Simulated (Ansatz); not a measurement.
Consider the cleavage of the B–Si bond: `B[SiH2]OCC` + `OCO` → `BOCO` + `CCO[SiH3]`.

Gas-phase electronic energies from Ansatz, PBE0-D4/def2-TZVP geometries. CCSD(T)/CBS adds triple-zeta CCSD(T) − MP2 to the extrapolated MP2 energy (def2 sets, frozen cores). This one scheme is used for every species. Functionals use def2-TZVPP. B3LYP here is the variant with VWN-RPA as its local correlation; programs differ in this. One conformer a species, not always the lowest.

```json
{"level": "PBE0-D4", "ΔE (kJ/mol)": "-158.8"}
{"level": "B3LYP-D4", "ΔE (kJ/mol)": "-169.9"}
{"level": "ωB97X-V", "ΔE (kJ/mol)": "-164.8"}
{"level": "HF/def2-TZVPP", "ΔE (kJ/mol)": "-174.5"}
{"level": "MP2/def2-TZVPP", "ΔE (kJ/mol)": "-174.6"}
{"level": "CCSD(T)/def2-TZVPP", "ΔE (kJ/mol)": "-167.9"}
{"level": "MP2/def2-QZVPP", "ΔE (kJ/mol)": "-173.6"}
{"level": "HF/CBS(def2)", "ΔE (kJ/mol)": "-175.7"}
```

Q: What does CCSD(T)/CBS give? (Estimate.)

A: Computed: -165.6 kJ/mol. The listed levels differ from it by 6.8, -4.3, 0.8, -8.9, -9.0, -2.3, -8.0, -10.1 kJ/mol.

Largest T1 diagnostic among the species: 0.013.
